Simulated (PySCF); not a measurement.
FNa, charge -1, doublet, at the geometry of the source list (a state made from the parent by changing its charge; the spin is typed, not shown lowest) (in this run its highest filled SCF level lies above zero, so its values depend strongly on the basis, on diffuse functions most of all). Base run: PySCF with TPSS/def2-SVP.

The PySCF input:
```python
from pyscf import gto, scf, dft

mol = gto.M(
    atom='''
Na   -0.46820000   -0.38610000   -0.63250000
F     0.46820000    0.38610000    0.63250000
''',
    basis='def2-svp',
    charge=-1,
    spin=1,
    verbose=4,
)

mf = dft.UKS(mol)
mf.xc = 'tpss'
mf.kernel()
mf.analyze()
```

Each row names what was changed in the base input (with any setting that the change needs).

```tsv
change	ΔE vs base (mEh)	fitting functions	outcome
base	0.000	-	converged
auxbasis = autoaux	-0.055	273	converged
auxbasis = cc-pvqz-jkfit	-	-	input refused
auxbasis = def2-tzvp-ri	-3.809	175	converged
auxbasis = even-tempered beta=3.0	-0.417	195	converged
auxbasis = cc-pvtz-jkfit	-	-	input refused
auxbasis = cc-pvtz-ri	-1.709	203	converged
auxbasis = def2-universal-jkfit	-0.036	189	converged
auxbasis = default (with mf = mf.density_fit())	-0.997	105	converged
auxbasis = even-tempered beta=1.6	-0.004	421	converged
```

A fitting set is made for a task (jfit for Coulomb, jkfit for Coulomb and exchange, ri for correlation) and for a family of orbital bases.

Open shells are given as the SCF converged; they aren't shown to be the lowest states, and a large step between rows can be another state.

- auxbasis = cc-pvqz-jkfit: ended with `pyscf.lib.exceptions.BasisNotFoundError: Basis set not found for Na in cc-pvqz-jkfit`
- auxbasis = cc-pvtz-jkfit: ended with `pyscf.lib.exceptions.BasisNotFoundError: Basis set not found for Na in cc-pvtz-jkfit`
